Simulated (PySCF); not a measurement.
A PySCF script (with the pyscf-properties extension) for the NMR shieldings of `C=CC[Si@](N)(S)C#N`, C₄H₈N₂SSi, on a GFN2-xTB geometry:

```python
import basis_set_exchange as bse
import numpy as np
from pyscf import gto, dft
from pyscf.prop import nmr

atoms = """
C     2.356340   -0.919282   -0.102011
C     1.581063    0.142829   -0.239472
C     0.228319    0.116238   -0.859679
Si   -1.121115    0.117563    0.489745
N    -1.073159    1.596553    1.358799
S    -0.812303   -1.476325    1.903973
C    -2.761543   -0.248760   -0.341502
N    -3.770578   -0.444445   -0.845874
H     2.066987   -1.885247   -0.485184
H     3.319377   -0.865618    0.375949
H     1.895257    1.100554    0.152837
H     0.090263    0.989830   -1.495627
H     0.118039   -0.771105   -1.483755
H    -1.472146    1.651914    2.282472
H    -1.140680    2.481467    0.883329
H     0.488279   -1.577221    1.662073
"""
names = dict.fromkeys(["C", "Si", "N", "S", "H"], "pcSseg-1")
basis = {el: gto.basis.parse(bse.get_basis(n, elements=[el], fmt="nwchem")) for el, n in names.items()}
mol = gto.M(atom=atoms, basis=basis, charge=0, verbose=0)
mf = dft.RKS(mol, xc="PBE0")
mf.grids.level = 2
mf.grids.alignment = dft.numint.BLKSIZE   # the property module wants whole blocks of grid points
mf.conv_tol = 1e-9
mf.kernel()

calc = nmr.RKS(mf)   # GIAO
C = mf.mo_coeff
Co = C[:, mf.mo_occ > 0]
resp = mf.gen_response(singlet=True, hermi=2)
def vind(x):   # induced exchange potential for any number of trial vectors
    d = np.einsum("pi,xij,qj->xpq", C, 2 * x.reshape(-1, C.shape[1], Co.shape[1]), Co, optimize=True)
    return np.einsum("xpq,pi,qj->xij", resp(d - d.transpose(0, 2, 1)), C, Co, optimize=True).ravel()
mo1, _ = nmr.rhf.solve_mo1(calc, with_cphf=vind)
sigma = calc.kernel(mo1)
for i, s in enumerate(sigma):   # ppm
    print("%2d %-2s %9.2f" % (i, mol.atom_pure_symbol(i), np.trace(s) / 3))
```

Q: Give the expected output.

A: 
```
 0 C      62.84
 1 C      45.41
 2 C     157.13
 3 Si    374.42
 4 N     232.55
 5 S     727.80
 6 C      61.19
 7 N     -88.46
 8 H      26.41
 9 H      26.21
10 H      25.61
11 H      29.55
12 H      30.08
13 H      30.60
14 H      30.87
15 H      29.96
```

These numbers come from an equivalent density-fitted implementation of the same equations, which agrees with the script to about 0.01 ppm for H and up to a few tenths of a ppm for heavy atoms, so last digits may differ.

Q: Turn these shieldings into chemical shifts. Scale: $^{13}$C (186.93 ppm) and $^{29}$Si (349.16 ppm) and $^{1}$H (31.72 ppm) vs TMS; $^{15}$N (267.73 ppm) vs NH3; $^{33}$S (503.73 ppm) against CS2 (reference shieldings calculated alike).

A: Averaging equivalent atoms: C 1: 141.5; C 6: 125.7; C 0: 124.1; C 2: 29.8; Si 3: -25.3; N 7: 356.2; N 4: 35.2; S 5: -224; H 10: 6.11; H 9: 5.51; H 8: 5.31; H 11: 2.17; H 15: 1.75; H 12: 1.63; H 13/14: 0.98 ppm. Experimental scales use liquid or dissolved standards, which lie at an offset from isolated NH3 (liquid NH3: subtract about 20 ppm). Unscaled 15N shifts of sp2 nitrogen come out 20 to 40 ppm too high even then.

Size and cost of the density-fitted run: 190 basis functions, 52 s wall time on 1 thread of an Arm Neoverse N1, shared host; peak memory 0.8 GiB.
